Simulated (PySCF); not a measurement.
C₅H₇F, SMILES C=C(C)C(=C)F.

The structure is a stationary point at PBE0-D3(BJ)/def2-SVP. Other conformers were not sampled.

Two levels are set side by side: TDDFT-PBE/def2-SVPD (PySCF) and TDDFT-ωB97X/def2-SVPD (PySCF). Vertical, same geometry. The lowest singlet is HOMO→LUMO 86 % with PBE and HOMO→LUMO 99 % with the other functional; states are paired by order. Differences are taken from unrounded values.

| quantity | TDDFT-PBE |
|---|---|
| lowest singlet excitation (eV) | 5.33 |
| lowest triplet excitation (TDA) (eV) | 3.22 |
| first bright state (f over 0.05) (eV) | 5.33 |
| its oscillator strength | 0.37 |

Problem. These are the TDDFT-PBE values. What does TDDFT-ωB97X give? (The exact figures need the calculation; the answer reports its results.)

Solution. 
```
quantity                               TDDFT-ωB97X  TDDFT-PBE minus TDDFT-ωB97X
-------------------------------------  -----------  ---------------------------
lowest singlet excitation (eV)                5.93                        -0.60
lowest triplet excitation (TDA) (eV)          3.36                        -0.14
first bright state (f over 0.05) (eV)         5.93                        -0.60
its oscillator strength                       0.63                        -0.26
```

A lower first singlet is the usual sign of a functional without exact exchange. Differences between two approximate levels are no errors against the true value.

Rough cost on one machine, each run with all the roots and properties that it gave: TDDFT-ωB97X against TDDFT-PBE about 6 times.
